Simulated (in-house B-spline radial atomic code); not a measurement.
Radial electron density of Zn2+, [Ar] 3d10. Method: Dirac-Kohn-Sham BLYP, spherical fractional occupations, Fermi nucleus of rms radius 3.9283 fm. Calculated with a radial B-spline atomic code at the basis-set limit.

Columns: r (bohr), 4πr²n(r) (electrons per bohr), bar.

```
 0.00196   0.9224 #
 0.00234    1.274 #
 0.00281     1.77 ##
 0.00336    2.428 ###
 0.00402    3.311 ####
 0.00481    4.481 #####
 0.00576    6.017 ######
 0.00689    7.976 ########
 0.00825    10.45 ###########
 0.00987    13.46 ##############
  0.0118    16.99 ##################
  0.0141    20.97 ######################
  0.0169    25.28 ###########################
  0.0202    29.46 ###############################
  0.0242    33.15 ###################################
   0.029    35.75 ######################################
  0.0347    36.76 #######################################
  0.0415    36.02 ######################################
  0.0497    33.83 ####################################
  0.0595    31.15 #################################
  0.0712    29.42 ###############################
  0.0852    29.94 ################################
   0.102    33.13 ###################################
   0.122    37.81 ########################################
   0.146    41.46 ############################################
   0.175    41.31 ############################################
   0.209    36.46 #######################################
    0.25     28.7 ##############################
     0.3    21.85 #######################
   0.359     19.4 #####################
   0.429    21.16 ######################
   0.514    24.01 #########################
   0.615    24.31 ##########################
   0.736    20.95 ######################
   0.881    15.36 ################
    1.05    9.895 ###########
    1.26    5.575 ######
    1.51    2.875 ###
    1.81    1.362 #
    2.16   0.5948 #
    2.59   0.2192 
     3.1   0.0662
```

On this grid the curve has 3 maxima, near 0.0347, 0.146, 0.615 bohr.

The 3p1/2 radial function P(r) = rR(r), positive near the nucleus, with its small component Q(r) (sign convention: Q ≈ (P' + κP/r)/2c):

| r (bohr) | P | Q |
| --- | --- | --- |
| 0.00164 | 0.001514 | 0.005736 |
| 0.00234 | 0.002641 | 0.007999 |
| 0.00336 | 0.004766 | 0.01115 |
| 0.00481 | 0.008718 | 0.01537 |
| 0.00689 | 0.01614 | 0.02092 |
| 0.00987 | 0.02999 | 0.02796 |
| 0.0141 | 0.05507 | 0.03631 |
| 0.0202 | 0.09978 | 0.04548 |
| 0.029 | 0.1755 | 0.05388 |
| 0.0415 | 0.2917 | 0.05857 |
| 0.0595 | 0.4485 | 0.05575 |
| 0.0852 | 0.6091 | 0.04204 |
| 0.122 | 0.6764 | 0.01776 |
| 0.175 | 0.4966 | -0.009916 |
| 0.25 | -0.02279 | -0.02767 |
| 0.359 | -0.7484 | -0.02705 |
| 0.514 | -1.239 | -0.01333 |
| 0.736 | -1.169 | -0.001171 |
| 1.05 | -0.7108 | 0.002502 |
| 1.51 | -0.2666 | 0.001571 |
| 2.16 | -0.05681 | 0.0004122 |
| 3.1 | -0.005373 | 4.374e-05 |
